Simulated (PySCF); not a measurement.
A side-by-side comparison of computed properties.

First species: C₆H₉F₂N.
Z-matrix (Å and degrees, GFN2-xTB geometry), rows numbered from 1:
```
N 
C   1  1.2530
C   2  1.5156  1  129.14
C   3  1.5273  2  104.98  1  -170.81
C   4  1.5339  3  103.70  2   -29.36
C   5  1.5209  4  112.34  3   160.75
F   6  1.3558  5  111.08  4  -179.93
F   6  1.3559  5  111.45  4   -61.87
C   2  1.5026  1  121.99  3   179.40
H   1  1.0176  2  115.54  3     1.35
H   3  1.0905  2  111.64  1   -48.01
H   3  1.0935  2  108.43  1    70.63
H   4  1.0895  3  112.88  2  -151.34
H   4  1.0915  3  109.91  2    87.28
H   5  1.0943  4  110.35  3   -79.76
H   6  1.1020  5  112.96  4    59.17
H   9  1.0929  2  108.46  1    76.71
H   9  1.0881  2  111.91  1   -41.96
```

Second species: C₇H₁₁OP.
Numbering: `[CH3:1][c:2]1[o:3][c:4]([CH:5]([CH3:6])[CH3:7])[cH:8][p:9]1` (hydrogens: H10, H11, H12 on C1; H13 on C5; H14, H15, H16 on C6; H17, H18, H19 on C7; H20 on C8)

Levels: PBE0/pcSseg-1 for HOMO energy, LUMO energy and HOMO–LUMO gap. Geometries: GFN2-xTB. Each structure is a single optimised conformer of the isolated species, non-relativistic unless stated; the electronic structure was computed with PySCF and density fitting.

The conformers computed, where there is a choice (atom-mapped SMILES and torsion angles):
- `[CH3:1][c:2]1[o:3][c:4]([CH:5]([CH3:6])[CH3:7])[cH:8][p:9]1`: O3–C4–C5–C6 -115°

The conformers of `[H]/N=C1\CC[C@H](C(F)F)C1` aren't listed.

Values for the first species:

| Item | Value |
| --- | --- |
| HOMO energy | -7.23 eV |
| LUMO energy | -0.10 eV |
| HOMO–LUMO gap | 7.13 eV |

(1) Estimate the same properties for the second species, and the change in each.

## Answers

(1) 
| property | first | second | second less first |
| --- | --- | --- | --- |
| HOMO energy | -7.23 eV | -6.27 eV | +0.96 eV |
| LUMO energy | -0.10 eV | -0.52 eV | -0.42 eV |
| HOMO–LUMO gap | 7.13 eV | 5.75 eV | -1.38 eV |

